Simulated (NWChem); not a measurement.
# CdNH3O; SMILES [NH2][Cd][OH]

```xyz
6

Cd    -0.0002    -0.0114    -0.0098
O      0.0019    -1.9707     0.1211
H     -0.0123    -2.3788    -0.7515
N      0.0019     1.9828     0.1267
H     -0.8186     2.4070    -0.3046
H      0.8096     2.4069    -0.3283
```
Atoms are numbered in this order, from 1.

Program: NWChem. The geometry was optimised at PBE0/def2-SVP. Not confirmed as a minimum by frequencies. def2 effective core potentials on Cd; no spin-orbit coupling. Ions are spin-unrestricted doublets at the neutral geometry; other ion states weren't tried.

For level PBE/def2-SVP:

```
Quantity                               Value
-------------------------------------  -----
vertical ionisation energy, ΔSCF (eV)   8.88
−ε(HOMO) (eV)                           5.39
```

**Question.** Estimate the same quantities for level PBE0/def2-SVP.

**Answer.** 
* **vertical ionisation energy, ΔSCF (eV)**: 9.07
* **−ε(HOMO) (eV)**: 6.76
